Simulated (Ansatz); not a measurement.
The first iterations of a band of H3O2PSiZn (8 atoms, charge 0, multiplicity 1).

Method: Ansatz, RKS PBE0-D4/def2-SVP.

```yaml
movable_images: 9
climbing_image: yes
spring: 5.0 eV/Å²
optimiser: quadratic models (default)
start_path: through a guess of the saddle point
force_threshold: 0.05 eV/Å
iteration_limit: 46
end_points: relaxed
```

Image 0:

```xyz
8
Properties=species:S:1:pos:R:3
O -0.658 -0.011 1.731
Si -0.126 -0.476 0.245
Zn 2.532 1.630 0.610
O -1.267 -0.857 -0.917
P -0.495 0.587 -1.614
H -1.400 0.601 1.768
H 0.949 -1.461 0.470
H 0.558 -0.070 -2.348
```

Image 10:

```xyz
8
Properties=species:S:1:pos:R:3
O -1.041 0.500 1.610
Si -0.255 0.057 0.217
Zn 1.983 -0.542 0.696
O -1.132 -0.913 -0.853
P -1.085 0.609 -1.745
H -1.969 0.754 1.544
H 3.466 -0.910 0.974
H 0.126 0.388 -2.500
```

| iteration | highest image above the first end (eV) | largest band force component (eV/Å) |
| --- | --- | --- |
| 1 | 16.585 | 44.829 |
| 2 | 6.064 | 16.153 |
| 3 | 3.686 | 7.794 |
| 4 | 2.860 | 4.023 |
| 5 | 2.488 | 1.911 |
| 6 | 2.474 | 7.628 |
| 7 | 2.280 | 6.097 |
| 8 | 2.205 | 3.104 |
| 9 | 2.032 | 1.142 |
| 10 | 1.605 | 1.295 |
| 11 | 1.593 | 1.480 |
| 12 | 1.777 | 1.643 |
| 13 | 1.732 | 1.660 |
| 14 | 1.593 | 1.114 |
| 15 | 1.444 | 1.776 |

Task: Does the band converge within its limit, and where does its top end?

Result: It did not converge within its limit. It ended after 46 iterations with the highest image 1.696 eV above the first end. The band didn't meet its force threshold, so its energies are provisional: the largest band force was still 0.10 eV/Å, and over the last iterations the top stayed at 1.70 eV. Neighbouring images lie up to 2.9 Å apart, so the band is torn or far too coarse. Inner images lie below an end point, which means an intermediate or an end that isn't the lowest structure nearby. The orbitals stay closed-shell, which can raise the energy where a bond breaks towards radicals; this wasn't checked here.

Run time: 25 min on 2 threads of Arm Neoverse V1, on a shared host, peak memory 0.27 GiB.
